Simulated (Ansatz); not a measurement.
This geometry of GaH3O + H2 (7 atoms, charge 0, multiplicity 1) is a first-order saddle point.

Method: RKS PBE0/def2-SVP (Ansatz).

```xyz
7
Properties=species:S:1:pos:R:3
Ga 0.003 0.189 -0.027
O 0.023 -0.044 1.919
H -0.826 -0.291 2.306
H 1.412 -0.078 -0.632
H -1.423 0.003 -0.635
H 0.044 1.863 0.750
H 0.006 1.221 1.495
```

(1) Which two structures does it join? (They come from a converged band through this point; their orientation in space is the band's.)

(2) How far does it lie above each of them?

Answers

(1) Bonds broken: H6–H7. Bonds formed: Ga1–H6, O2–H7. GaH3O + H2 becomes GaH5O.

Image 0:

```xyz
7
Properties=species:S:1:pos:R:3
Ga -0.048 -0.212 0.153
O -0.034 -0.668 1.885
H -0.904 -0.732 2.292
H 1.372 -0.163 -0.486
H -1.436 0.027 -0.538
H 0.105 2.471 0.593
H 0.184 2.140 1.276
```

Image 8:

```xyz
7
Properties=species:S:1:pos:R:3
Ga 0.010 0.494 -0.215
O -0.002 0.090 1.930
H -0.869 -0.245 2.188
H 1.353 -0.216 -0.622
H -1.368 -0.237 -0.478
H -0.010 2.070 -0.058
H 0.126 0.906 2.430
```

(2) 0.76 eV above the first and 1.03 eV above the second. This is the barrier of this one path; another mechanism may lie lower. The orbitals stay closed-shell, which can raise the energy where a bond breaks towards radicals; this wasn't checked here.

Time of the run: 2.1 min on 1 thread of Arm Neoverse V1, with other jobs on the host, peak memory 0.14 GiB.
